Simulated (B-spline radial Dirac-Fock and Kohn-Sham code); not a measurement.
# Core-level shifts of ruthenium with charge state

Calculated with a radial B-spline solver, using Dirac-Fock (average of configuration) total-energy differences with a finite nucleus, the Breit interaction including its frequency dependence, and self-energy and vacuum-polarisation corrections. Each ion is free and in its tabulated ground configuration. Electron correlation is not included.

Reference: Ru⁹⁺, [Ar] 3d10 4s2 4p5, with K (1s) 22301.0 eV, L1 (2s) 3414.8 eV, L2 (2p1/2) 3152.6 eV, M1 (3s) 767.1 eV, M4 (3d3/2) 462.3 eV. Shifts from it, in eV (a dash: the subshell is empty, belongs to an open shell averaged over j, or its hole state is left out as unreliable):

```
  ion      configuration  K (1s)  L1 (2s)  L2 (2p1/2)  M1 (3s)  M4 (3d3/2)
Ru¹⁰⁺  [Ar] 3d10 4s2 4p4   +30.4    +29.1       +29.3    +27.4       +27.6
Ru¹¹⁺  [Ar] 3d10 4s2 4p3   +62.0    +59.2           –    +55.7       +56.0
Ru¹²⁺  [Ar] 3d10 4s2 4p2   +94.7    +90.3       +90.7    +84.7       +85.3
Ru¹³⁺  [Ar] 3d10 4s2 4p1  +128.5   +122.4      +122.9   +114.5      +115.3
Ru¹⁴⁺      [Ar] 3d10 4s2  +163.4   +155.4      +156.1   +145.1      +146.2
Ru¹⁵⁺      [Ar] 3d10 4s1  +199.3   +189.2      +190.9        –      +178.7
Ru¹⁶⁺          [Ar] 3d10       ?        ?           ?        ?           ?
Ru¹⁷⁺           [Ar] 3d9  +306.7   +293.9      +296.2   +263.1           –
```

Q: Give the missing shifts for Ru¹⁶⁺.

A: K (1s) +236.8, L1 (2s) +224.5, L2 (2p1/2) +226.5, M1 (3s) +208.6, M4 (3d3/2) +211.8 (eV).
